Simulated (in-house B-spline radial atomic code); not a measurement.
RPA and G0W0 on LC-wPBE: Mo

Configuration [Kr] 4d5 5s1, highest spin, mean-field start LC-wPBE. Computed with a B-spline radial code for spherical atoms: all electrons, scalar-relativistic (spin-free one-electron X2C), finite nucleus, each spin shell either full or empty, empty states to l = 9 with an (l + 1/2)⁻⁴ tail; G0W0 by contour deformation at full frequency.

RPA overbinds a lone outer s electron by self-correlation, and G0W0 tends to as well.

Command:
```bash
python run_gw.py task.json out
```
Settings (radii: box in bohr, nucleus in fm):
```
Z                        42
electrons                42
configuration            [Kr] 4d5 5s1
hamiltonian              x2c
method                   lc_wpbe
lmax                     9
rms_radius               4.4091
spin_polarised           True
box_radius               40
intervals                73
ion_configuration        [Kr] 4d5
```

Run time, properties included: 21 s on 1 thread of Arm Neoverse N1, on a shared host.

Energies (hartree):

```
                                     term        value
                         mean-field total  -4048.00773
Hartree-Fock functional on these orbitals  -4046.21707
                      direct second order      -3.4035
                    second-order exchange      0.99901
                         SOSEX correction      0.92755
```

Question: What is the RPA correlation energy, and what remains with SOSEX?

Answer: RPA gives -3.0047 hartree (-1.95 eV per electron); RPA + SOSEX gives -2.0772, and the second-order doubles -2.4045 hartree (no singles). SOSEX takes back 31 % of the RPA value.

Quasi-particle levels (eV):

```json
{"level": "5s up", "occupied": "yes", "mean field": "-6.919", "Σx - vxc": "0.36", "Σc": "?", "QP weight": "?", "G0W0": "?"}
{"level": "4d up", "occupied": "yes", "mean field": "-8.430", "Σx - vxc": "-0.74", "Σc": "0.09", "QP weight": "0.901", "G0W0": "-9.081"}
{"level": "4p down", "occupied": "yes", "mean field": "-40.84", "Σx - vxc": "-2.61", "Σc": "1.58", "QP weight": "0.854", "G0W0": "-41.87"}
```

G0W0 = mean field + (Σx - vxc) + Σc, with Σc (partial-wave tail included) taken at the quasi-particle energy. Only the outer levels were computed. Levels of low weight are left out.

Question: Where does G0W0 put 5s up?

Answer: At -7.593 eV, with Σc = -1.03 eV and a quasi-particle weight of 0.950. The tabulated removal energy is 7.092 eV (NIST, measured); the calculation leaves out spin-orbit coupling, Breit and QED terms, and what these don't explain is the method's own error.

Question: What does it cost to remove one electron (to [Kr] 4d5) by differences of total energies, each species on its own start (correlation terms add to the Hartree-Fock functional)?

Answer: LC-wPBE 6.808 eV, Hartree-Fock functional 6.214 eV, + RPA 7.355 eV, + RPA + SOSEX 6.804 eV, + second order 7.315 eV. Tabulated: 7.092 eV (NIST, measured); the calculation leaves out spin-orbit coupling, Breit and QED terms, and what these don't explain is the method's own error.
